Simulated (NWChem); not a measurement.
System: BeGeH4S; SMILES [SH][Be][GeH3]

The following NWChem deck was run.

```
start job
memory heap 200 mb stack 900 mb global 1100 mb
geometry units angstroms noautoz
  Be    -0.054343     0.812291    -0.005104
  S     -0.117354     2.724878     0.005196
  H      1.234433     2.817494     0.008498
  Ge     0.007464    -1.381287    -0.005717
  H      0.197050    -1.979063    -1.416595
  H      1.160603    -1.935857     0.860034
  H     -1.290144    -2.000512     0.559111
end
basis spherical
  * library def2-svp
end
dft
  xc pbe0
  iterations 150
  vectors input atomic output neutral.movecs
end
task dft energy
charge 1
dft
  odft
  mult 2
  vectors input atomic output cation.movecs
end
task dft energy
```

All runs use the structure optimised with PBE0/def2-SVP.

Ions are spin-unrestricted doublets at the neutral geometry; other ion states weren't tried.

Predict the main results of this run. (PBE0/def2-SVP, vertical spin-unrestricted ions.) Quantities: vertical ionisation energy, ΔSCF (eV); −ε(HOMO) (eV).


```json
{
  "vertical ionisation energy, ΔSCF (eV)": "9.99",
  "−ε(HOMO) (eV)": "7.87"
}
```
